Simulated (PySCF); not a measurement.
# One molecule, several mistakes: BCClH4N cation

All numbers below are calculated, not measured. The program is PySCF 2.14.0, an open-source quantum chemistry code, run on an isolated molecule that a program drew, which may never have been made. The molecule is BCClH4N cation (charge +1, singlet), drawn as the SMILES string `CN[B+]Cl`.

Each row is a Hartree-Fock (HF) and frozen-core CCSD(T) single point in the cc-pV(D+d)Z basis, meant for a local HF minimum. Run 1 is clean. Each other run has one planted mistake out of seven kinds, and not every kind appears here: one electron removed, one electron added, multiplicity raised by two, geometry at a saddle point, minimal basis STO-3G, one bond length entered in bohr, all coordinates scaled. The reference is restricted for singlets and unrestricted otherwise, and also for a bond in bohr. Adding or removing an electron swaps singlet and doublet. Electrons count all cores. HOMO and LUMO are orbital energies over both spins, the gradient is its largest component, and the lowest frequency (negative if imaginary) is given only where the gradient is small. Bond lengths are over the 7 bonds as drawn. T1 is the CCSD diagnostic: over 0.02 (restricted) or 0.045 (unrestricted) a single reference is doubtful.

Geometry of the clean run:
```xyz
8
BCClH4N cation, angstrom
C    -0.8255   -0.9172    0.2848
N     0.3726   -1.1625    1.1378
B     1.6109   -1.3279    0.7271
Cl    3.1483   -1.5324    0.2032
H    -1.2589    0.0379    0.5655
H    -1.5342   -1.7240    0.4457
H    -0.5245   -0.8933   -0.7585
H     0.1936   -1.2022    2.1307
```

```
run,electrons,basis functions,<S^2>,HOMO (eV),LUMO (eV),gradient (hartree/bohr),lowest frequency (cm^-1),mean bond (Å),longest bond (Å),T1,HF (hartree),CCSD(T) (hartree),mistake
1,38,85,0.000,-17.69,-3.46,1.1e-05,155,1.2444,1.637,0.0136,-578.63870,-579.20520,no fault
2,39,85,0.767,-5.56,4.21,5.7e-02,-,1.2444,1.637,0.0140,-578.80350,-579.38073,one electron added
3,38,85,0.000,-17.93,-2.82,1.4e-01,-,1.1411,1.501,0.0108,-578.56393,-579.11459,all coordinates scaled
4,38,28,0.000,-17.19,-1.91,3.4e-02,-,1.2444,1.637,0.0175,-572.25679,-572.46074,?
5,38,85,2.018,-12.40,-7.28,1.4e-01,-,1.2444,1.637,0.0318,-578.46620,-579.00979,?
```

**Which mistake was planted in run 4, and what did it cost?**

It has 28 basis functions where the clean run has 85, with the same electrons and geometry. So the mistake is: minimal basis STO-3G. Subtracting run 1 and multiplying by 627.51 kcal/mol a hartree, the energy moved by 4004.7 kcal/mol in HF and 4232.2 kcal/mol in CCSD(T).

**Which mistake was planted in run 5, and what did it cost?**

Electrons, basis and geometry are unchanged, and <S^2> is 2.018, beside S(S+1) = 2.00 for a multiplicity of 3. So the mistake is: multiplicity raised by two. Subtracting run 1 and multiplying by 627.51 kcal/mol a hartree, the energy moved by 108.2 kcal/mol in HF and 122.6 kcal/mol in CCSD(T).

